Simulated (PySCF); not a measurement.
B₂H₄O, SMILES BOB. Atoms are numbered in the order given.

```xyz
7

O      0.0000     0.0000     0.0000
B      0.0000     0.0000    -1.3342
H     -0.7412     0.7412    -1.9043
H      0.7412    -0.7412    -1.9043
B      0.0000     0.0000     1.3342
H     -0.7412    -0.7412     1.9043
H      0.7412     0.7412     1.9043
```

Geometry optimised at B3LYP-D3(BJ)/def2-TZVP.

Computed with HF/def2-TZVPD (PySCF).

Symmetry labels are those of the subgroup D2 that the program uses (full group D2d).

Computed valence orbital energies around the gap with their symmetry:
| orbital | symmetry | energy (eV) |
|---|---|---|
| HOMO−7 | A | -37.86 |
| HOMO−6 | B1 | -23.20 |
| HOMO−5 | A | -17.27 |
| HOMO−4 | B2 | -16.92 |
| HOMO−3 | B3 | -16.92 |
| HOMO−2 | B1 | -16.21 |
| HOMO−1 | B2 | -12.34 |
| HOMO | B3 | -12.34 |
| LUMO | A | 1.31 |
| LUMO+1 | B1 | 1.62 |
| LUMO+2 | B2 | 1.89 |
| LUMO+3 | B3 | 1.89 |
